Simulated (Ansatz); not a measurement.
System: C₂H₉Si₂, net charge 0, doublet state. It need not be the lowest isomer of its formula. 
Structure (B3LYP-D3(BJ)/def2-TZVP (Ansatz, a program for electronic structure) minimum search):
```xyz
13

C      1.8717    -0.7089     0.2315
Si     0.1926    -0.2861    -0.5025
C     -0.9998    -1.7296    -0.2898
Si    -0.6131     1.6682     0.4984
H      1.7925    -0.8838     1.3065
H      2.2741    -1.6147    -0.2276
H      2.5881     0.0986     0.0735
H      0.3431     0.0011    -1.9540
H     -1.9758    -1.5036    -0.7216
H     -0.6072    -2.6219    -0.7845
H     -1.1436    -1.9623     0.7670
H     -0.7064     1.6029     1.9830
H     -1.9098     2.1653    -0.0351
```
Charge 0, spin multiplicity 2.

Computed values are from Ansatz. Cores are frozen in the correlated levels unless marked. Open shells are spin-unrestricted. No spin-orbit coupling. Non-relativistic. Basis-set limits of correlation are two-point, X^-3; Hartree-Fock from the larger set.

```json
{
 "atomisation energy De": "1051.0 kcal/mol at CCSD(T)/CBS(cc-pV(T+d)Z,cc-pV(Q+d)Z)",
 "total_energy": "-659.6325 Eh at CCSD(T)/CBS(cc-pV(T+d)Z,cc-pV(Q+d)Z)",
 "dipole_moment": "1.14 D at CCSD(T)/aug-cc-pV(D+d)Z",
 "T1 diagnostic": "0.013 at CCSD/cc-pV(Q+d)Z"
}
```
